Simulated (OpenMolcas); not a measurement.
**V: thermal populations, the spin-orbit constant, Racah parameters, worked from levels**

```json
{"Program": "OpenMolcas 26.06", "Basis": "ANO-RCC-VTZP [6s5p3d2f1g]", "Scalar Hamiltonian": "DKH2, point nucleus", "Active space": "3 electrons in 5 orbitals (3d)", "State averaging": "2S+1 = 4 even, 10 roots; 2S+1 = 2 even, 40 roots", "Spin-orbit coupling": "state interaction with AMFI integrals over the reference wave functions, term energies averaged over their components"}
```

Methods: CASSCF; MS-CASPT2, IPEA 0.25 Eh, imaginary shift 0.1 Eh (closed shells correlated: 3s 3p 4s). Measured levels: NIST Handbook of Basic Atomic Spectroscopic Data.

**Thermal populations.** Z = Σ (2J + 1) exp(-E/kT) with k = 0.695035 cm-1/K, over the levels below. No other level of either list lies under 2060 cm-1, which is above 7 kT at each temperature.

```
         Level  2J + 1  MS-CASPT2  measured
3d³ 4s² ⁴F_3/2       4        0.0       0.0
3d³ 4s² ⁴F_5/2       6        148       137
3d³ 4s² ⁴F_7/2       8        349       323
3d³ 4s² ⁴F_9/2      10        602       553
```

```
T (K)  Z, MS-CASPT2  Z, measured levels  Ground level (%), MS-CASPT2  Ground level (%), measured levels
  300         9.008               9.515                         44.4                               42.0
```

At 300 K, kT = 209 cm-1, and the computed levels give Z = 4.000 + 2.950 + 1.500 + 0.557 = 9.008.

**The spin-orbit constant.** For the Hund term ⁴F of d3, E(J) = (A/2) J(J+1) + constant and ζ = 2S·A = 3A. From J = 3/2 to J = 9/2 the energy changes by 10.5 A.

```
   Source  E(9/2) - E(3/2)     A    ζ
   CASSCF            601.3  57.3  172
MS-CASPT2            601.8  57.3  172
 measured            553.0  52.7  158
```

All in cm-1. MS-CASPT2 is off by +8.8 % and CASSCF by +8.7 %. Both methods take the spin-orbit matrix elements from the reference wave functions, so the second can move ζ only through the term energies and any multistate remixing. Second-order mixing with other terms is absorbed into this ζ.

**Racah parameters.** Above ⁴F, d3 has ⁴P at 15B, ²G at 4B + 3C and ²H at 9B + 3C. The first two fix B and C, and the third tests them; where it misses by thousands of cm-1, two parameters do not describe the configuration (Trees and configuration-interaction terms are left out) and B and C hang on the terms chosen. Term energies are centres of gravity, weighted by 2J + 1.

```
   Source     ⁴P     ²G    B     C   C/B  ²H from B, C  ²H found
   CASSCF  14008  14063  934  3443  3.69         18735     18625
MS-CASPT2  10934  10079  729  2388  3.28         13725     15146
```

Energies in cm-1. From CASSCF to MS-CASPT2, B changes by -21.9 % and C by -30.6 %.

Term energies are means over components that CASPT2 splits; among the terms shown or strongly mixed into the levels shown the widest spread is 1200 cm-1 (3d³ 4s² ⁴F, MS-CASPT2). With the s shell closed, the reference lacks s² → p², s² → d² and s → d mixing, so excited terms can stand far too high and out of order, with CASPT2 too. Without dynamic correlation excited terms often stand tens of per cent too high (terms of higher spin than the ground term too low), and those without a measured partner can miss by more than the paired ones (holds for CASSCF). Some terms miss by over 15 % even with CASPT2, which points to a basis or an active space too small for the shells correlated (holds for MS-CASPT2). Measured partners are found by configuration, term and J. A level has none where our copy of the source lacks it or the pairing is in doubt (some pairs that miss far off the trend of their configuration count as doubtful), and it then counts in no deviation. Levels of configurations outside the active space are missing.
